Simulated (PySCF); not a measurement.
Compound: C2H9BO2SSi.
Geometry (PBE0-D3(BJ)/def2-SVP, Å), atoms numbered from 1 in this order:
```xyz
16
C2H9BO2SSi angstrom
C     -0.9670   -2.0484    0.4139
O      0.0607   -1.0873    0.3925
B     -0.1703    0.2460    0.3058
O     -1.4362    0.7185    0.2600
C     -1.7945    2.0708    0.1589
S      1.2919    1.3571    0.2482
Si     2.8113   -0.1689    0.2765
H     -0.9316   -2.6458   -0.5108
H     -0.8072   -2.7235    1.2680
H     -1.9582   -1.5800    0.5000
H     -2.1866    2.4300    1.1235
H     -2.5862    2.1742   -0.5983
H     -0.9416    2.7047   -0.1329
H      4.0989    0.5850    0.2149
H      2.7772   -0.9668    1.5345
H      2.7205   -1.0675   -0.9091
```

Computed, not measured: core-valence-separated Tamm–Dancoff BHandHLYP/aug-pcX-1 (pcseg-1 on H, def2-SVPD on Si, def2-SVPD on S) in PySCF, non-relativistic, gas phase, PBE0-D3(BJ)/def2-SVP geometry. No shift to experiment was applied.

Q: What does the B 1s absorption edge look like?

A: 
| E (eV) | f | core hole on | main final orbital |
| --- | --- | --- | --- |
| 190.01 | 0.0926 | B3 | spread |
| 192.57 | 0.0021 | B3 | LUMO (53 %) |
| 192.96 | 0.0212 | B3 | spread |
| 193.35 | 0.0070 | B3 | LUMO+1 (81 %) |
| 193.63 | 0.0068 | B3 | LUMO+2 (34 %) |
| 193.78 | 0.0038 | B3 | LUMO+3 (82 %) |
| 193.83 | 0.0143 | B3 | LUMO+4 (36 %) |

The first line with a tenth or more of the strongest one's intensity is at 190.01 eV (f = 0.093), with the hole on B3 (three-coordinate boron). It is also the strongest listed.

Q: List the carbon K-edge absorption lines.

A: 
| E (eV) | f | core hole on | main final orbital |
| --- | --- | --- | --- |
| 286.77 | 0.0267 | C1 | LUMO (31 %) |
| 286.80 | 0.0277 | C5 | LUMO (51 %) |
| 287.15 | 0.0153 | C1 | spread |
| 287.29 | 0.0110 | C5 | spread |
| 287.59 | 0.0317 | C1 | LUMO+3 (43 %) |
| 287.67 | 0.0336 | C5 | LUMO+3 (40 %) |
| 287.87 | 0.0662 | C1/C5 | spread (2 roots, f summed) |
| 288.58 | 0.0087 | C1 | LUMO (33 %) |
| 288.68 | 0.0032 | C5 | LUMO+2 (37 %) |

The first line with a tenth or more of the strongest one's intensity is at 286.77 eV (f = 0.027), with the hole on C1 (methoxy carbon). The strongest listed is at 287.87 eV (f = 0.066, sum of 2; C1/C5).

Q: List the oxygen K-edge absorption lines.

A: 
```tsv
E (eV)	f	core hole on	main final orbital
533.14	0.0206	O2	spread
533.18	0.0229	O4	LUMO+3 (30 %)
533.84	0.0034	O4	LUMO (40 %)
533.91	0.0081	O2	LUMO+2 (32 %)
534.05	0.0100	O2	LUMO (48 %)
534.13	0.0165	O4	LUMO (45 %)
534.68	0.0006	O2	LUMO+1 (46 %)
534.97	0.0020	O4	LUMO+1 (49 %)
535.06	0.0032	O4	LUMO+2 (54 %)
535.11	0.0026	O2	spread
```

The first line with a tenth or more of the strongest one's intensity is at 533.14 eV (f = 0.021), with the hole on O2 (boron-bound oxygen). The strongest listed is at 533.18 eV (f = 0.023; O4).

Roots within 0.03 eV whose holes lie on the same, on equivalent or on shared atoms are summed into one line, and the highest roots are left out, as the search may have cut off their partners. Final orbitals are the ground state's empty Kohn–Sham orbitals.

Q: What length of transition dipole belongs to the line at 192.96 eV?

A: From f = (2/3) ΔE |μ|² in atomic units, with ΔE = 7.091 Eh and f = 0.0212: |μ| = 0.067 au = 0.17 D.

The ionisation thresholds weren't computed; near and above them a finite basis only mimics Rydberg series and continuum.

One conformer stands for the species.
